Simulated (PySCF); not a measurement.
**Telling isomers of C$_{7}$H$_{9}$N apart by NMR**

Theoretical values (PySCF 2.14.0 with density-fitted response routines): geometry from GFN2-xTB, J: B3LYP/pcJ-1 (spin–dipole term left out of most H,H and C,H couplings), σ from GIAO-PBE0/pcSseg-1. No solvent model, averaged over atoms made equivalent by symmetry, fast rotation or ring inversion, single conformer, non-relativistic Hamiltonian.

Chemical shifts δ = σref − σ; 1H (σ = 31.72 ppm) and 13C (σ = 186.93 ppm) against TMS, all at this level. Multiplet labels drop J under 1 Hz and among equivalent protons, and merge close values. Unscaled 3J(H,H) run several per cent high. Where no couplings were computed, multiplicities follow the n + 1 count of equivalent neighbours, and m marks all less simple cases (inequivalent or close neighbours, rings, F or P nearby). Shifts are as computed. Against solution values, carbons near 30 ppm lie about +3 ppm off and those near 130 ppm about +5 ppm. Of 1211 compounds with measured shifts, 218 miss one by over three times the rms of a fit or turn the order of signals round; such compounds aren't used in these exercises. OH and NH positions are gas-phase values without hydrogen bonding to other molecules.

(1) Tabulate the signals of `CCc1cccnc1`, `Cc1ccccc1N`, `C#C[C@@H](C#CC)NC` and their relative energies.

(2) What is the quickest way to tell Cc1ccccc1N from C#C[C@@H](C#CC)NC?

(3) What is the quickest way to tell CCc1cccnc1 from Cc1ccccc1N?

(4) What is the quickest way to tell CCc1cccnc1 from C#C[C@@H](C#CC)NC?

Answers

(1) 
```tsv
SMILES	carbon types	δC	δH	E rel. (kcal/mol)
CCc1cccnc1	1×C 4×CH 1×CH2 1×CH3	155.4, 153.2, 145.5, 140.9, 128.3, 32.1, 22.5	8.85 (d, 1H), 8.83 (dd, 1H), 7.72 (ddd, 1H), 7.37 (dd, 1H), 2.63 (q, 2H), 1.22 (t, 3H)	7.1
Cc1ccccc1N	2×C 4×CH 1×CH3	150.2, 135.9, 133.0, 123.8, 122.5, 117.3, 20.1	7.34 (d, 1H), 7.33 (m, 1H), 6.87 (m, 1H), 6.74 (d, 1H), 3.31 (br s, 2H), 2.20 (s, 3H)	0.0
C#C[C@@H](C#CC)NC	3×C 2×CH 2×CH3	87.1, 86.5, 83.5, 76.6, 44.5, 36.7, 4.6	3.88 (d, 1H), 2.61 (s, 3H), 2.06 (s, 3H), 1.69 (d, 1H), 0.17 (br s, 1H)	107.3
```

Energies are electronic energies at PBE0/pcSseg-1 on these geometries, without zero-point or thermal terms, each for the one conformer computed, which needn't be the lowest.

(2) Both give the same number of carbon signals, but DEPT or the intensities differ. The first has an aromatic carbon bearing nitrogen (C) at 150.2 ppm, the second a propargylic sp3 CH bonded to N at 44.5 ppm. Their most deshielded carbons lie at 150.2 and 87.1 ppm. In the proton spectra the most deshielded non-exchanging signals are 7.34 (d, 1H) and 3.88 (d, 1H).

(3) Both give the same number of carbon signals, but DEPT or the intensities differ. The first has an sp3 CH2 on an aromatic ring at 32.1 ppm, the second a substituted aromatic carbon (C) at 123.8 ppm. Their most deshielded carbons lie at 155.4 and 150.2 ppm. In the proton spectra the most deshielded non-exchanging signals are 8.85 (d, J = 2.2 Hz, 1H) and 7.34 (d, 1H).

(4) Both give the same number of carbon signals, but DEPT or the intensities differ. The first has an aromatic CH next to a ring nitrogen at 155.4 ppm, the second an alkyne carbon (C) at 83.5 ppm. Their most deshielded carbons lie at 155.4 and 87.1 ppm. In the proton spectra the most deshielded non-exchanging signals are 8.85 (d, J = 2.2 Hz, 1H) and 3.88 (d, 1H).
